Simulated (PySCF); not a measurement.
C6H12F (doublet state).
Z-matrix (Å and degrees, GFN2-xTB geometry), rows numbered from 1:
```
C 
C   1  1.5246
C   2  1.5316  1  113.78
C   3  1.5260  2  110.46  1   165.37
C   3  1.5568  2  110.79  1   -72.47
C   5  1.4670  3  113.80  2   170.07
F   6  1.3513  5  117.49  3   -73.42
H   1  1.0873  2  111.59  3    65.85
H   1  1.0879  2  110.49  3   -54.75
H   1  1.0877  2  110.11  3  -174.31
H   2  1.0928  1  108.41  3   120.31
H   2  1.0924  1  109.70  3  -122.69
H   3  1.0946  2  108.72  1    45.88
H   4  1.0878  3  110.42  2   -59.89
H   4  1.0883  3  110.45  2    59.89
H   4  1.0872  3  110.83  2  -179.81
H   5  1.0925  3  107.69  2    49.81
H   5  1.0910  3  108.70  2   -68.37
H   6  1.0749  5  126.13  3    83.54
```

The hyperfine couplings belong to this conformer and change with its torsions.

Identity: `CC[C@@H](C)C[CH]F` [radical].

Method: PySCF, UKS B3LYP, pcH-1 on C F H, non-relativistic, mean-field spin-orbit, GIAO. The structure is a single GFN2-xTB conformer in the gas phase; no vibrational or solvent corrections. Couplings are sensitive to structure, and on GFN2-xTB geometries they can be far from those on DFT ones. The SCF solution wasn't tested for stability.

Task: Predict the first-order ENDOR lines of F7, H19, H17, H18, H11, H13 and H8/H9/H10 under fast tumbling at B = 3352.4 mT (W band).

Result: For S = 1/2 in fast tumbling each set of equivalent nuclei gives two lines, ν± = |νn ± a/2| to first order, with νn = g_N μN B/h and μN/h = 7.62259 MHz/T.

```csv
nuclei,isotope,g_N,νn (MHz),a_iso (MHz),lower line (MHz),upper line (MHz)
F7,19F,5.2577,134.36,153.60,57.56,211.16
H19,1H,5.5857,142.74,-55.68,114.90,170.58
H17,1H,5.5857,142.74,52.80,116.34,169.14
H18,1H,5.5857,142.74,14.95,135.26,150.21
H11,1H,5.5857,142.74,7.62,138.93,146.54
H13,1H,5.5857,142.74,-4.90,140.29,145.19
H8/H9/H10,1H,5.5857,142.74,0.59,142.44,143.03
```

Task: Which pairs are centred on the nuclear Larmor frequency, and which on half the coupling?

Result: Centred on νn, since |a| < 2νn: F7, H19, H17, H18, H11, H13 and H8/H9/H10. No pair has |a| > 2νn.

Nuclei that the bonding pattern makes equivalent are averaged, as if the motion that swaps them (rotation, inversion, ring flip) were fast.
